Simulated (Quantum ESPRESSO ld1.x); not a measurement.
Q: Ti, configuration [Ar] 3d2 4s1 7p1 (not the ground configuration). Calculated with ld1.x of Quantum ESPRESSO 7.5: Dirac Kohn-Sham, relativistic LDA (MacDonald-Vosko exchange, VWN5 correlation), spin-unpolarised, spherical densities, point nucleus; open shells are shared between the two j in proportion to 2j + 1.

Spin-orbit splittings of the eigenvalues, e(l+1/2) - e(l-1/2), with zeta = 2 splitting/(2l+1) and mean radii in bohr:

shell  occ.  splitting (eV)  zeta (eV)  <r> j=l-1/2  <r> j=l+1/2
2p        6           5.739      3.826       0.2887       0.2914
3p        6          0.6640     0.4426        1.082        1.090
3d        2               ?          ?        1.515        1.520
7p        1        0.002721   0.001814        32.81        32.72

Estimate the 3d splitting.

A: 0.04898 eV (zeta = 0.01959 eV).
